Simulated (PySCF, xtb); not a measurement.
Cl3HSi, SMILES [SiH](Cl)(Cl)Cl (connectivity only; charge and spin as stated), charge +1, multiplicity 2.

Harmonic wavenumbers (cm⁻¹) from GFN2-xTB (xtb) at its own minimum, in rising order: 126, 126, 193, 255, 257, 386, 557, 558, 1852.

### Question
What does PBE-D3(BJ)/def2-SVP (PySCF) give at its own minimum? (The exact figures need the calculation; the answer reports its results.)

### Answer
161, 161, 206, 313, 313, 398, 619, 619, 1659. Paired by order, the mean absolute difference is 58 cm⁻¹ and the zero-point energies are 6.2 and 6.4 kcal/mol.
